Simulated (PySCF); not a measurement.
Can point charges reproduce the dipole moment of `C=C([Si@@]([SiH3])(CC)O)C`?

Coordinates (PBE0-D3(BJ)/def2-SVP, Å) and charges (e) from the PBE0/pcSseg-1 density (PySCF):

```
atom       x       y       z  Mulliken      IAO  Hirshfeld  ESP-fitted
  C1  -2.614  -0.213  -1.006   -0.1145  -0.3032    -0.1024     -0.4855
  C2  -1.666  -0.304  -0.062   -0.6131  -0.2675    -0.0894     -0.0105
  C3  -1.951  -0.817   1.321   -0.2038  -0.4089    -0.1151     -0.3873
 Si4   0.080   0.260  -0.482   +0.8998  +1.0053    +0.3523     +0.5676
  O5   0.224   0.524  -2.135   -0.5785  -0.7775    -0.3054     -0.6974
 Si6   0.483   2.346   0.512   +0.2016  +0.2308    +0.1973     +0.1920
  C7   1.323  -1.034   0.099   -0.6011  -0.5519    -0.1628     -0.0612
  C8   2.770  -0.708  -0.259   -0.2870  -0.4010    -0.1149     -0.2907
  H9  -2.391   0.180  -2.003   +0.1104  +0.1428    +0.0384     +0.1735
 H10  -3.651  -0.517  -0.816   +0.1101  +0.1370    +0.0417     +0.1972
 H11  -1.370  -1.729   1.536   +0.1315  +0.1450    +0.0439     +0.0972
 H12  -1.665  -0.079   2.089   +0.1331  +0.1454    +0.0433     +0.1147
 H13  -3.018  -1.053   1.459   +0.1180  +0.1409    +0.0440     +0.1395
 H14   0.076  -0.248  -2.691   +0.2408  +0.3537    +0.1676     +0.4168
 H15   1.868   2.852   0.253   -0.0656  -0.0939    -0.0734     -0.0720
 H16   0.314   2.224   1.997   -0.0822  -0.1031    -0.0803     -0.1045
 H17  -0.496   3.363   0.017   -0.0562  -0.0874    -0.0717     -0.0684
 H18   1.020  -2.001  -0.345   +0.1428  +0.1380    +0.0355     +0.0245
 H19   1.207  -1.163   1.190   +0.1469  +0.1433    +0.0379     +0.0263
 H20   2.885  -0.544  -1.342   +0.1192  +0.1383    +0.0374     +0.0778
 H21   3.460  -1.515   0.033   +0.1218  +0.1384    +0.0388     +0.0805
 H22   3.111   0.213   0.241   +0.1259  +0.1355    +0.0376     +0.0697
```

Problem. Form Σ q r in debye for every column and set it beside the full dipole.

Solution. The full density gives (-0.33, -2.29, 0.12) D, 2.31 D in size; dipole vectors point from the negative to the positive end.

| scheme | μx | μy | μz | size (D) | share of the full size (%) | angle to the full dipole (°) |
| --- | --- | --- | --- | --- | --- | --- |
| Mulliken | 0.58 | -0.44 | 1.51 | 1.68 | 72 | 75 |
| IAO | -0.09 | -1.45 | 1.20 | 1.89 | 82 | 37 |
| Hirshfeld | -0.09 | -1.01 | 0.13 | 1.02 | 44 | 5 |
| ESP-fitted | -0.32 | -2.26 | 0.15 | 2.29 | 99 | 1 |

Problem. Which set comes closest?

Solution. Length of the difference vector: ESP-fitted 0.05 D, Hirshfeld 1.30 D, IAO 1.38 D, Mulliken 2.49 D. Closest: ESP-fitted. ESP charges are fitted to the potential around the molecule, whose slowest-falling term is the dipole's. 

Problem. What is left for the Hirshfeld atoms' own dipoles?

Solution. The shares of the density sum to the whole, so what Σ q r misses lies in dipoles about the nuclei. The atomic dipoles sum to (-0.33, -2.29, 0.12) − (-0.09, -1.01, 0.13) = (-0.24, -1.28, -0.01) D, 1.30 D in size.

Problem. With the origin at the mean of the coordinates, (0.000, 0.002, -0.018) Å, which are the largest single terms, by size, of the Mulliken dipole along the direction of the full one?

Solution. C7 -2.42, Si6 -2.29, O5 +1.82, C2 -1.59, H11 +1.26 D; all 22 atoms together +0.42 D. The single terms depend on the origin, their sum doesn't.

Problem. Give the size of the full dipole in other units.

Solution. 2.31 D = 0.910 au = 0.482 e·Å = 7.72 × 10⁻³⁰ C·m.

Geometry: PBE0-D3(BJ)/def2-SVP, one conformer, isolated molecule.

Conformer computed: `[CH2:1]=[C:2]([CH3:3])[Si@@:4]([OH:5])([SiH3:6])[CH2:7][CH3:8]`: C1–C2–Si4–O5 -11°, C2–Si4–C7–C8 177°, H–O5–Si4–C2 -62°.
